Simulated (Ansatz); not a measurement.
CH$_{6}$GeO, SMILES `O[CH2][GeH3]` from Hartree–Fock to CCSD(T)

Cartesian coordinates in Å:
```
O -0.491 -0.827 -1.375
C -0.064 0.342 -0.703
Ge 0.223 -0.113 1.190
H -0.635 -0.616 -2.301
H -0.811 1.145 -0.759
H 0.875 0.733 -1.114
H -1.089 -0.610 1.816
H 0.694 1.150 1.933
H 1.298 -1.204 1.311
```

The species carries charge 0 and has multiplicity 1. Correlated methods include outer-core shells of Ge, which these sets cover unevenly. Scalar relativity is left out up to krypton. All single points use the PBE0-D4/def2-TZVP geometry. It is one conformer, not always the lowest. Frozen core, restricted reference, Ansatz 0.2.0.

| basis | HF (Eh) | MP2 corr. |
| --- | --- | --- |
| def2-SVP | -2191.20917 | -0.56869 |
| def2-TZVPP | -2191.61330 | -0.68576 |
| def2-QZVPP | -2191.66124 | -0.98071 |

(1) Estimate the CCSD correlation energy and the (T) correction in each basis where they were run (hartree).

Answers

(1) 
```tsv
basis	CCSD corr.	(T)
def2-SVP	-0.59937	-0.01505
def2-TZVPP	-0.71319	-0.02481
```
